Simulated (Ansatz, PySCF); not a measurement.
Caution: the highest occupied level lies above zero, so the state may not be bound. This triplet is an excited state, 1.86 eV above the relaxed singlet at the level frozen-core CCSD(T)/aug-cc-pVDZ // PBE0-D3(BJ)/def2-TZVPD (Ansatz, a program for electronic structure).

Cartesian coordinates (Å):
```xyz
5

N     -0.8817     0.1549    -0.0470
Al     0.7975     0.8822    -0.1849
Cl     2.5700    -0.4530     0.1373
H     -1.2544    -0.1130     0.8517
H     -1.2314    -0.4711    -0.7570
```
Charge -1, spin multiplicity 3.

What highest occupied spin orbital and total energy does PBE0-D3(BJ)/def2-TZVPD run with PySCF give?


```json
{
 "highest_occupied_spin_orbital": "1.45 eV",
 "total_energy": "-20636.25 eV"
}
```
